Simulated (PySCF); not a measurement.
Species: C3H11NSi2.
SMILES: `C1CC[SiH2][Si@H]1N`

The closed-shell ground state was solved at several levels (PySCF, density fitting, gas phase, non-relativistic). One conformer (not necessarily the lowest) at the PBE0-D3(BJ)/def2-SVP geometry, without solvent, vibrations or thermal averaging.

```csv
level,basis functions,HOMO (eV),LUMO (eV),gap (eV),dipole (D)
PBE0/def2-TZVP,264,-7.16,0.17,7.33,1.04
"PBE0/6-311+G(2d,p)",244,-7.20,-0.14,7.06,0.96
HF/pcSseg-1,171,-9.82,3.51,13.33,1.08
B97-D/pcSseg-1,171,-5.80,-0.32,5.48,1.08
BHandHLYP/pcSseg-1,171,-8.26,1.25,9.51,1.05
PBE0/pcSseg-0,84,-6.86,0.64,7.50,1.12
PBE0/pcSseg-1,171,-7.20,0.35,7.55,1.06
PBE0/cc-pVDZ,147,-6.98,0.60,7.58,1.12
PBE/pcSseg-1,171,-5.79,-0.48,5.31,1.11
```

**Question.** What might PBE0/def2-SVP (147 basis functions) give for the same quantities?

**Answer.** HOMO -7.04 eV, LUMO 0.57 eV, gap 7.61 eV, dipole 1.14 D.

**Question.** Over all these levels, which gives the widest orbital gap and which the narrowest?

**Answer.** HF/pcSseg-1 (Hartree–Fock, all exact exchange) has the widest, 13.33 eV, and PBE/pcSseg-1 (GGA) the narrowest, 5.31 eV. The two share the basis. From the narrowest to the widest the HOMO moves by -4.03 eV and the LUMO by +3.99 eV. The HOMO need not be the same orbital at Hartree–Fock and at DFT levels.

**Question.** How much does the basis alone move the frontier levels among the 6 PBE0 rows (the withheld one included)?

**Answer.** The HOMO by 0.34 eV and the LUMO by 0.78 eV. By rising basis size (HOMO, LUMO in eV): pcSseg-0 -6.86, 0.64; cc-pVDZ -6.98, 0.60; def2-SVP -7.04, 0.57; pcSseg-1 -7.20, 0.35; 6-311+G(2d,p) -7.20, -0.14; def2-TZVP -7.16, 0.17.

**Question.** In the pcSseg-1 basis, how does the gap go with the fixed share of exact exchange?

**Answer.** PBE (0 %) 5.31 eV; B97-D (0 %) 5.48 eV; PBE0 (25 %) 7.55 eV; BHandHLYP (50 %) 9.51 eV; HF (100 %) 13.33 eV. Each rise in the share widens the gap here.

**Question.** How far do the dipole and the HOMO energy spread over the levels?

**Answer.** The dipole runs from 0.96 to 1.14 D (mean 1.08 D) and the HOMO from -9.82 to -5.79 eV.
